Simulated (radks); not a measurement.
Problem. Valence configurations of Sb (all share [Kr]). Calculated with a radial shooting solver on a logarithmic mesh with Libxc functionals: Dirac Kohn-Sham, PBE, spin-unpolarised, spherical densities, point nucleus; open shells fill j = l - 1/2 first. Order these by energy: 4d9.5 5p5.5; 4d9.5 5s2 5p3.5; 4d10 5p5; 4d10 5s2 5p3; 4d9 5s1 5p5; 4d10 5s1.5 5p3.5; 4d9 5s2 5p4; 4d10 5s1 5p4; 4d9.5 5s1.5 5p4; 4d9.5 5s1 5p4.5.

Solution. From the lowest, in eV above it: 4d10 5s2 5p3 0.000; 4d10 5s1.5 5p3.5 4.100; 4d10 5s1 5p4 8.260; 4d9.5 5s2 5p3.5 14.717; 4d10 5p5 16.754; 4d9.5 5s1.5 5p4 19.033; 4d9.5 5s1 5p4.5 23.406; 4d9 5s2 5p4 30.666; 4d9.5 5p5.5 32.311; 4d9 5s1 5p5 39.767. NIST lists [Kr] 4d10 5s2 5p3 as the ground configuration; this level of theory agrees among the configurations tried. The energies are those of spherical spin-averaged densities, not of single terms.
